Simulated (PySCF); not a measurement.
How exact exchange moves a shielding

Molecule: `CO[SiH](Cl)OC`, C2H7ClO2Si.

Geometry:
| atom | x (Å) | y (Å) | z (Å) |
| --- | --- | --- | --- |
| C1 | -2.184 | -0.728 | -0.544 |
| O2 | -0.961 | -0.482 | 0.096 |
| Si3 | -0.126 | 0.930 | 0.191 |
| Cl4 | -0.129 | 1.772 | -1.704 |
| O5 | 1.406 | 0.615 | 0.664 |
| C6 | 2.332 | -0.182 | -0.034 |
| H7 | -2.329 | -1.815 | -0.619 |
| H8 | -2.203 | -0.301 | -1.562 |
| H9 | -3.031 | -0.307 | 0.026 |
| H10 | -0.696 | 1.898 | 1.148 |
| H11 | 1.979 | -1.223 | -0.122 |
| H12 | 3.281 | -0.178 | 0.521 |
| H13 | 2.516 | 0.213 | -1.047 |

GIAO shieldings (ppm, equivalent atoms averaged) in PySCF on the PBE0-D3(BJ)/def2-SVP geometry, basis pcSseg-1, gas phase, non-relativistic:

| functional | exact exchange (%) | σ(C1/C6) | σ(O2/O5) | σ(Si3) | σ(Cl4) |
| --- | --- | --- | --- | --- | --- |
| BLYP | 0 | 122.4 | 270.9 | 369.1 | 882.9 |
| BP86 | 0 | 126.9 | 274.5 | 373.8 | 885.4 |
| PBE | 0 | 127.6 | 273.8 | 374.0 | 885.2 |
| B3LYP | 20 | 127.6 | 283.8 | 380.2 | 903.2 |
| mPW1PW91 | 25 | 132.3 | 288.7 | 387.8 | 911.1 |
| BHandHLYP | 50 | 134.2 | 299.6 | 398.8 | 929.7 |
| HF | 100 | 144.2 | 321.1 | 434.9 | 969.0 |

Q: Fit each shielding as a line in the percentage of exact exchange.

A: σ(C1/C6) = 125.6 + 0.18 x (rms 1.8 ppm); σ(O2/O5) = 274.0 + 0.48 x (rms 1.7 ppm); σ(Si3) = 371.2 + 0.62 x (rms 2.6 ppm); σ(Cl4) = 885.8 + 0.85 x (rms 2.1 ppm). The functionals also differ in their semilocal parts, which the line can't hold; Hartree–Fock has no correlation at all.

Q: What does the line predict for PBE0 (25 %), and what does the run give?

A: σ(C1/C6): 130.1 predicted, 133.4 computed; σ(O2/O5): 286.0 predicted, 289.1 computed; σ(Si3): 386.7 predicted, 388.3 computed; σ(Cl4): 907.0 predicted, 911.0 computed ppm.
